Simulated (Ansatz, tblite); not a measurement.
Cost and result up the ladder for ZnMeCl (CH₃ClZn) (6 atoms). The state is a singlet with charge 0. Geometry: B3LYP-D4/def2-TZVP.

```xyz
6

Zn    0.985    0.205    0.504
C    -0.712   -0.147   -0.365
H    -1.081    0.758   -0.848
H    -1.446   -0.478    0.370
H    -0.592   -0.925   -1.119
Cl    2.846    0.586    1.457
```

Ansatz on 4 threads of AMD EPYC 7B13 on a shared host; xTB runs through tblite on one thread. Times are rough, summed over both states, and most runs start from the orbitals of an earlier one. PBE0-D4/def2-TZVP serves as the yardstick here, not as an exact answer. The other state is a triplet.

The xTB rows come from tblite. HOMO above LUMO, or a gap near zero within one spin, warns that the state may not be the lowest or that an electron is smeared out.

xTB has no spin-polarisation term.

```csv
level,functions,vertical triplet (eV),difference from PBE0-D4/def2-TZVP (eV),remarks
GFN2-xTB,20,5.58,-0.35,–
PBE0-D4/def2-TZVP,134,5.92,0.00,–
PBE-D4/def2-TZVP,134,5.70,-0.23,gap within one spin near zero (triplet)
GFN1-xTB,23,5.43,-0.50,–
```

Problem. Estimate how long each takes.

Solution. GFN2-xTB 0.005 s; GFN1-xTB 0.006 s; PBE0-D4/def2-TZVP 4.4 s; PBE-D4/def2-TZVP 5.3 s. On shared hardware such times vary by a factor of up to 3.
